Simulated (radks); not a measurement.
Trend from La to Lu: ionisation energy by Delta-SCF between NIST ground configurations, and size. All-electron calculation, Dirac Kohn-Sham, PBE, spin-unpolarised, spherical densities, finite nucleus; open shells fill j = l - 1/2 first; Fermi nuclear charge, rms radius of each element as measured or else 0.836 A^(1/3) + 0.57 fm. Program: a radial shooting solver on a logarithmic mesh with Libxc functionals.

species,configuration,IE (eV),NIST (eV),kind,outermost,<r> outermost (bohr),r at 0.001 e/bohr^3 (bohr)
La,[Xe] 5d1 6s2,5.919,5.577,exp.,6s1/2,4.43,5.48
Ce,[Xe] 4f1 5d1 6s2,6.115,5.539,exp.,6s1/2,4.36,5.44
Pr,[Xe] 4f3 6s2,5.716,5.470,semi-emp.,6s1/2,4.50,5.40
Nd,[Xe] 4f4 6s2,5.793,5.525,exp.,6s1/2,4.44,5.36
Pm,[Xe] 4f5 6s2,5.868,5.582,exp.,6s1/2,4.38,5.32
Sm,[Xe] 4f6 6s2,5.941,5.644,exp.,6s1/2,4.33,5.29
Eu,[Xe] 4f7 6s2,6.015,5.670,exp.,6s1/2,4.27,5.25
Gd,[Xe] 4f7 5d1 6s2,6.616,6.150,exp.,6s1/2,4.00,5.24
Tb,[Xe] 4f9 6s2,6.162,5.864,exp.,6s1/2,4.17,5.19
Dy,[Xe] 4f10 6s2,6.235,5.939,exp.,6s1/2,4.12,5.16
Ho,[Xe] 4f11 6s2,6.309,6.022,exp.,6s1/2,4.07,5.13
Er,[Xe] 4f12 6s2,6.384,6.108,exp.,6s1/2,4.02,5.10
Tm,[Xe] 4f13 6s2,6.460,6.184,exp.,6s1/2,3.97,5.08
Yb,[Xe] 4f14 6s2,6.537,6.254,exp.,6s1/2,3.93,5.05
Lu,[Xe] 4f14 5d1 6s2,5.449,5.426,exp.,6s1/2,3.66,5.06

Reference values: NIST Atomic Spectra Database (exp. = measured, semi-emp. = semi-empirical, theory = theoretical value adopted there). Spin polarisation and multiplet splitting are left out, so open shells lie too high by an amount that depends on their filling.

Beside tabulated values, note that spin-unpolarised runs miss the spin-polarisation part of the exchange energy of open shells.
